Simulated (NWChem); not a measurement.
# C4H3B; SMILES C#CBC#C

```xyz
8

B      0.0000     0.0000    -0.8460
C      1.3232     0.0000    -0.1068
C      2.3991     0.0000     0.4678
H      3.3469     0.0000     0.9769
C     -1.3232     0.0000    -0.1068
C     -2.3991     0.0000     0.4678
H     -3.3469     0.0000     0.9769
H      0.0000     0.0000    -2.0549
```
Atoms are numbered in this order, from 1.

Program: NWChem. Pople sets run with spherical d functions. Geometry: optimised at PBE0/def2-SVP. Total energies compare along this basis series because the functional is fixed.

| level | basis functions | energy (Ha) | highest occupied level (eV) | orbital gap (eV) | dipole (D) |
|---|---|---|---|---|---|
| PBE0/STO-3G | 28 | -176.5071 | -6.29 | 6.20 | 0.85 |
| PBE0/3-21G | 51 | -177.7329 | -8.06 | 5.60 | 1.04 |
| PBE0/6-31G* | 76 | -178.7042 | -7.88 | 5.51 | 1.04 |
| PBE0/6-31+G* | 96 | -178.7137 | -8.15 | 5.48 | 0.97 |
| PBE0/6-311G** | 108 | -178.7514 | -8.12 | 5.49 | 0.97 |
